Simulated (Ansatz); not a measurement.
Geometry optimisation, Ansatz 0.2.0, RKS B3LYP/6-31G*.

Input:

```yaml
crystal:
  periodic: [false, false, false]
  atoms:
    - { symbol: C, position_ang: [-0.1713, 1.4609, -0.5041] }
    - { symbol: B, position_ang: [0.0117, 0.0202, 0.0091] }
    - { symbol: C, position_ang: [1.1274, -0.3065, 1.05] }
    - { symbol: Al, position_ang: [-1.1168, -1.4938, -0.694] }
    - { symbol: H, position_ang: [-0.0866, 1.5244, -1.635] }
    - { symbol: H, position_ang: [-1.2509, 1.8437, -0.2634] }
    - { symbol: H, position_ang: [0.5305, 2.2074, -0.0446] }
    - { symbol: H, position_ang: [1.906, -1.0228, 0.6154] }
    - { symbol: H, position_ang: [0.7094, -0.7266, 2.0195] }
    - { symbol: H, position_ang: [1.7179, 0.6134, 1.3624] }
    - { symbol: H, position_ang: [-2.3538, -1.1859, -1.7273] }
    - { symbol: H, position_ang: [-0.9466, -2.9896, -0.1541] }
basis:
  gaussian: { orbitals: "6-31G*" }
hamiltonian:
  xc: b3lyp
relax:
  f_tol: 0.015
  max_steps: 40
output:
  orbitals: {}
```

Command:

```bash
$ ansatz run input.yaml --threads 1 --pin off --max-ram 2048MiB --backend cpu --events-out ev --progress --plain --runs-dir out
```

Q: Where does it end, and by what steps?

A: It converged. After 20 steps the energy has fallen by 0.506 eV; H12 moved furthest, 1.57 Å.

| step | energy less start (eV) | largest force component (eV/Å) | accepted |
| --- | --- | --- | --- |
| 0 | 0.0000 | 1.945 | yes |
| 1 | -0.3555 | 0.724 | yes |
| 2 | -0.3690 | 0.680 | yes |
| 3 | -0.4109 | 0.139 | yes |
| 4 | -0.4188 | 0.090 | yes |
| 5 | -0.4288 | 0.053 | yes |
| 6 | -0.4242 | 0.295 | no |
| 7 | -0.4333 | 0.047 | yes |
| 8 | -0.4395 | 0.059 | yes |
| 9 | -0.4473 | 0.154 | yes |
| 10 | -0.4501 | 0.289 | yes |
| 11 | -0.4579 | 0.399 | yes |
| 12 | -0.4859 | 0.054 | yes |
| 13 | -0.4960 | 0.101 | yes |
| 14 | -0.5008 | 0.114 | yes |
| 15 | -0.5002 | 0.234 | no |
| 16 | -0.5035 | 0.088 | yes |
| 17 | -0.5051 | 0.032 | yes |
| 18 | -0.5057 | 0.030 | yes |
| 19 | -0.5059 | 0.022 | yes |
| 20 | -0.5060 | 0.012 | yes |

```xyz
12
Properties=species:S:1:pos:R:3
C 0.088 1.408 -0.732
B 0.022 0.015 0.012
C 0.909 -0.167 1.306
Al -1.230 -1.577 -0.712
H -0.090 1.394 -1.813
H -0.740 2.001 -0.302
H 1.005 1.979 -0.529
H 1.857 -0.606 0.944
H 0.531 -0.862 2.065
H 1.183 0.778 1.797
H -2.780 -1.691 -0.323
H -0.678 -2.728 -1.680
```

Whether the end is a true minimum wasn't checked by a vibrational analysis.

Time of the run: 84 s on 1 thread of Arm Neoverse V1, on a shared host, peak memory 0.16 GiB.
